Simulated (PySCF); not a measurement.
## Telling isomers of C3H7B2F3 apart by NMR

PySCF calculation with PBE0-D3(BJ)/def2-SVP structure, σ from GIAO-PBE0/pcSseg-1 and J couplings at B3LYP/pcJ-1 (spin–dipole term left out of most H,H and C,H couplings); relativity neglected, single conformer, fast rotation and ring inversion assumed for equivalent nuclei, no solvent.

References, each an isolated molecule treated in the same way: 1H (31.27 ppm) and 13C (184.41 ppm) vs TMS. Multiplet labels drop J under 1 Hz and among equivalent protons, and merge close values. Unscaled 3J(H,H) run several per cent high. Vicinal couplings that depend on rotamer populations or ring flexing (ring, CH–CH, X–H and H–F types) are those of the one conformer. One-bond C–F couplings are unscaled and too large by tens of Hz. Couplings to H on boron are left out. Carbons bonded to boron are broad in practice. Shifts are as computed. Against solution values, carbons near 30 ppm lie about +2 ppm off and those near 130 ppm about +5 ppm. Of 1309 compounds with measured shifts, 239 miss one by over three times the rms of a fit or turn the order of signals round; such compounds aren't used in these exercises. Across acyclic CH2–CH2 and CH–CH2 bonds, 3J(H,H) assumes equally populated rotamers.

(1) Tabulate the signals of `BC(B)CC(F)(F)F`, `BCBCC(F)(F)F` and their relative energies.

(2) What is the quickest way to tell BC(B)CC(F)(F)F from BCBCC(F)(F)F?

Answers

(1) 
| SMILES | carbon types | δC | δH | E rel. (kcal/mol) |
| --- | --- | --- | --- | --- |
| BC(B)CC(F)(F)F | 1×C 1×CH 1×CH2 | 132.2, 70.2, 42.0 | 7.53 (br, 4H), 3.10 (t, 1H), 2.88 (qd, 2H) | 13.4 |
| BCBCC(F)(F)F | 1×C 2×CH2 | 132.3, 60.7, 40.3 | 7.81 (br, 2H), 7.78 (br, 1H), 3.59 (tdd, 2H), 2.17 (qdd, 2H) | 0.0 |

Energies are electronic energies at PBE0/pcSseg-1 on these geometries, without zero-point or thermal terms, each for the one conformer computed, which needn't be the lowest.

(2) Both give the same number of carbon signals, but DEPT or the intensities differ. The first has an sp3 CH bonded to 2 B at 70.2 ppm, the second an sp3 CH2 bonded to 2 B at 60.7 ppm. Their most deshielded carbons lie at 132.2 and 132.3 ppm.
